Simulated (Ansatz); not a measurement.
```xyz
20

C     1.9660    1.9117    0.9255
C     1.2979    0.6835    0.3341
C     2.2517   -0.4923    0.2430
S    -0.1606    0.2560    1.3745
Al   -1.6048   -0.5191   -0.0665
C    -1.1413   -0.5435   -1.9658
C    -3.3132   -1.1262    0.6485
H     2.3084    1.7115    1.9440
H     2.8355    2.1934    0.3241
H     1.2798    2.7589    0.9606
H     0.9276    0.9266   -0.6645
H     2.5928   -0.7888    1.2379
H     1.7753   -1.3588   -0.2193
H     3.1291   -0.2236   -0.3541
H    -1.8839   -1.0931   -2.5506
H    -1.0940    0.4724   -2.3725
H    -0.1652   -1.0023   -2.1483
H    -3.3840   -0.9914    1.7301
H    -4.1465   -0.5867    0.1866
H    -3.4705   -2.1882    0.4326
```

Charge 0, multiplicity 1.

Q: List the ωB97M-V/def2-TZVPP orbital energies in eV (Ansatz). (An estimate is asked.)

A: Ansatz gave: Occupied: -2425.91, -1531.60, -282.39, -281.22, -281.18, -280.64, -280.51, -219.91, -163.02, -162.91, -162.87, -116.23, -75.89, -75.73, -75.67, -25.49, -22.04, -21.96, -21.58, -21.47, -18.42, -15.69, -14.83, -14.20, -13.60, -13.52, -13.35, -13.29, -13.27, -12.90, -12.21, -12.15, -11.17, -10.06, -9.71, -9.02. Lowest empty: 1.23, 1.45, 2.31, 2.96, 3.42, 3.68, 3.87, 4.26.
